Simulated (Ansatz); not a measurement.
Breaking the Mg1–H2 bond in MgH (multiplicity 2 held). Energies count from the point at 1.743 Å.


Unrestricted levels (U-) break spin symmetry where that is lower. Active spaces are followed from rest. Full CI gives the lowest state of the spin. Curves can end on different states.

Frozen-core correlation.

Run with Ansatz (Gaussian orbitals). Values without a source in brackets are computed.

U-PBE/def2-TZVPP gives 1.391 eV for the energy at R = 6.971 Å.

Question: Predict the shift from PBE, with its sign, for: U-r2SCAN/def2-TZVPP, U-wB97X-V/def2-TZVPP, U-MP2/def2-TZVPP, U-CCSD(T)/def2-TZVPP, SC-NEVPT2 on CASSCF(3,5)/def2-TZVPP, FIC-MRCISD+Q on CASSCF(3,5)/def2-TZVPP, FCI/def2-TZVPP.

Answer: U-r2SCAN/def2-TZVPP 0.234; U-wB97X-V/def2-TZVPP 0.063; U-MP2/def2-TZVPP -0.012; U-CCSD(T)/def2-TZVPP -0.024; SC-NEVPT2 on CASSCF(3,5)/def2-TZVPP -0.152; FIC-MRCISD+Q on CASSCF(3,5)/def2-TZVPP -0.032; FCI/def2-TZVPP -0.019 eV. 2 of 7 lie above PBE; the widest gap is to U-r2SCAN/def2-TZVPP.

Ansatz is a quantum-chemistry and plane-wave program.
